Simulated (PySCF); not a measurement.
H₂O₄S, SMILES OS(=O)(O)=O (connectivity only; charge and spin as stated), charge +1, multiplicity 2.

Coordinates come from a PBE-D3(BJ)/def2-SVP optimisation. The spin state was assumed, not searched. Other conformers were not sampled.

Level of theory: ωB97X/def2-TZVP in PySCF.

The molecule is in vacuum.

Computed frontier levels, dipole moment and polarisability:
The α spin, highest occupied and lowest empty level is -19.59 and -4.19 eV. The β spin, highest occupied and lowest empty level is -19.19 and -10.94 eV and the dipole moment about the centre of nuclear charge is 0.70 D. The mean static polarisability comes out as 37.9 bohr³ (5.61 Å³), the polarisability, principal values comes out as 31.5, 32.9, 49.1 bohr³ and the ⟨S²⟩ is 0.767 (pure state 0.75).
